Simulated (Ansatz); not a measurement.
Reaction (isomerisation): `B[Si](C)(N)F` → `NC[SiH2]BF`

Program: Ansatz. Geometries: PBE0-D4/def2-TZVP. ΔE: electronic, gas phase. CCSD(T)/CBS adds triple-zeta CCSD(T) − MP2 to the extrapolated MP2 energy (def2 sets, frozen cores). DFT in def2-TZVPP. Each species was taken in one conformer, which may not be the lowest.

`B[Si](C)(N)F`:

```xyz
12

B    -1.598   -0.959   -0.661
Si    0.006    0.213   -0.369
C     1.550   -0.556    0.322
N    -0.508    1.423    0.720
F     0.411    0.792   -1.825
H    -2.639   -0.467   -0.996
H    -1.600   -2.143   -0.485
H     1.349   -1.053    1.274
H     1.953   -1.299   -0.370
H     2.326    0.198    0.486
H    -1.379    1.913    0.597
H     0.130    1.937    1.306
```

`NC[SiH2]BF`:

```xyz
12

N     0.603   -0.285    2.066
C    -0.129    0.339    0.971
Si    0.148   -0.590   -0.647
B    -0.743    0.294   -2.250
F    -1.412    1.428   -2.108
H     1.597   -0.292    1.879
H     0.466    0.221    2.932
H    -1.202    0.288    1.188
H     0.096    1.406    0.810
H     1.616   -0.657   -0.928
H    -0.334   -1.996   -0.544
H    -0.706   -0.154   -3.367
```

| species | PBE-D4 energy (Eh) |
| --- | --- |
| `B[Si](C)(N)F` | -511.02180 |
| `NC[SiH2]BF` | -510.96770 |

Problem. Work out ΔE.

Solution. ΔE = (-510.96770) − (-511.02180) = 0.05410 Eh = +142.0 kJ/mol. CCSD(T)/CBS gives +165.7 kJ/mol.

Largest T1 diagnostic among the species: 0.012.

From PBE to PBE0 (25 % exact exchange), in def2-TZVPP and without D4, ΔE moves by +8.9 kJ/mol. The D4 term adds +3.2 kJ/mol with B3LYP and +1.7 kJ/mol with PBE0; it sums over pairs of atoms, weighted by their polarisabilities, and B3LYP, whose exchange is more repulsive, gets the larger term.

B3LYP here is the variant with VWN-RPA as its local correlation; programs differ in this.
